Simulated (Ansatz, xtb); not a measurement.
**Ranking isomers of C4H6BrFSi**

7 gas-phase structures of C4H6BrFSi, from a drawn sample of its isomers (lower ones may exist). Each was relaxed with GFN2-xTB; where two conformers were screened, the lower at r2SCAN-D4/def2-SVP is listed:

A. `F[C@@H]1C=C[C@@H](Br)[SiH2]1`, a singlet
B. `F[C@]1(Br)C=CC[SiH2]1`, a singlet
C. `F[C@@H]1C=CC[Si@@H]1Br`, a singlet
D. `F[C@]1(Br)C=C[SiH2]C1`, a singlet
E. `FCC1=CC[Si@@H]1Br`, a singlet
F. `CC1=C[C@]1(Br)[SiH2]F`, a singlet
G. `F[C@@H]1C=C(Br)[SiH2]C1`, a singlet

Q: Estimate their order in r2SCAN-D4/def2-SVP energy at these geometries, lowest first.

A: Calculated order at r2SCAN-D4/def2-SVP: C (0.0), E (55.9), D (102.0), F (106.2), G (115.5), B (130.2), A (152.5) kJ/mol.

Energies above the lowest of each column, in kJ/mol; the last columns are at B3LYP/def2-SVP geometries and were run for some of them only (a dash: not run or not comparable):

```
structure  GFN2-xTB  HF/STO-3G  r2SCAN-D4/def2-SVP  B3LYP/def2-SVP  CCSD(T)/def2-SVP + ΔMP2/def2-TZVPP
        C       0.0        0.0                 0.0             0.0                                 0.0
        E      57.8      108.4                55.9            44.8                                46.1
        D     104.2      122.6               102.0           106.3                               106.3
        F      71.1      335.6               106.2               –                                   –
        G     104.0      111.2               115.5               –                                   –
        B     113.9      129.6               130.2               –                                   –
        A     121.3      153.6               152.5               –                                   –
```

Every level run on C puts it lowest or level with the lowest. Flexible structures stand in one conformer each, not always the lowest. Frequencies (GFN2-xTB) were run for C, D, E alone. ΔMP2 is the change of the MP2 energy from the smaller to the larger basis.

Over these structures GFN2-xTB departs from r2SCAN-D4/def2-SVP by 12.6 kJ/mol on average once a common shift is removed. A GFN2-xTB relaxation took about 0.12 s and the r2SCAN-D4/def2-SVP energy about 2.5 s on a shared host (Ansatz 0.2.0, xtb 6.7.1).
